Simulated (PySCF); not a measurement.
SMILES C[Si](C)(O)S[Si](O)(O)O (C2H10O4SSi2), singlet (GFN2-xTB optimised geometry):

```
19

Si     0.907    -0.283     0.000
O      0.416     1.261     0.000
O      2.522    -0.283     0.000
O      0.331    -1.038    -1.300
S      0.192    -1.280     1.781
Si    -1.915    -1.155     1.411
C     -2.555     0.629     1.560
C     -2.788    -2.329     2.613
O     -2.119    -1.667    -0.149
H      0.907     1.895     0.515
H      2.990    -1.113     0.001
H     -0.582    -1.336    -1.258
H     -2.365     1.034     2.549
H     -2.055     1.272     0.840
H     -3.624     0.691     1.379
H     -2.493    -3.360     2.445
H     -3.866    -2.266     2.503
H     -2.546    -2.085     3.640
H     -2.990    -1.895    -0.463
```

Level of theory: PBE0/def2-SVP (PySCF 2.14.0).

What are the frontier orbital energies and the dipole moment?

HOMO-2 -8.64 eV, HOMO-1 -8.07 eV, HOMO -7.02 eV, LUMO 0.96 eV, LUMO+1 1.28 eV; dipole moment 2.81 D.

On the same geometry PBE/def2-SVP in PySCF gives HOMO-2 -7.03 eV, HOMO-1 -6.62 eV, HOMO -5.66 eV, LUMO 0.07 eV, LUMO+1 0.38 eV; dipole moment 2.59 D.

Meta-Löwdin charges at PBE0/def2-SVP: Si1 1.35, O2 -0.71, O3 -0.71, O4 -0.72, S5 -0.47, Si6 1.03, C7 -0.57, C8 -0.56, O9 -0.72, H10 0.34, H11 0.34, H12 0.34, H13 0.12, H14 0.13, H15 0.11, H16 0.12, H17 0.11, H18 0.13, H19 0.34.
